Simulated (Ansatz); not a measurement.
Reaction (ligand exchange at a Ge–N bond): `F[SiH](F)[NH][GeH3]` + `CBS` → `CB[S][GeH3]` + `N[SiH](F)F`

Gas-phase electronic energies from Ansatz, PBE0-D4/def2-TZVP geometries. CBS: MP2 limit from def2 TZ/QZ plus the TZ coupled-cluster correction, frozen cores. This one scheme is used for every species. Functionals use def2-TZVPP. For Ge outer-core shells are correlated without core-valence functions, which leaves a few kJ/mol of doubt a bond. Scalar relativity is left out up to krypton. One conformer a species, not always the lowest.

**Question.** Is it downhill or uphill in electronic energy at CCSD(T)/CBS, and by how much? (Estimate.)

**Answer.** Computed: Downhill: ΔE = -31.1 kJ/mol.

**Question.** What do these levels give: PBE-D4, PBE0-D4, ωB97X-V, B2PLYP, r2SCAN, HF/def2-TZVPP? (Best estimate.)

**Answer.** The calculation gave: PBE-D4 -38.0, PBE0-D4 -37.1, ωB97X-V -29.6, B2PLYP -31.2, r2SCAN -35.5, HF/def2-TZVPP -26.2 kJ/mol.

Largest T1 diagnostic among the species: 0.013.
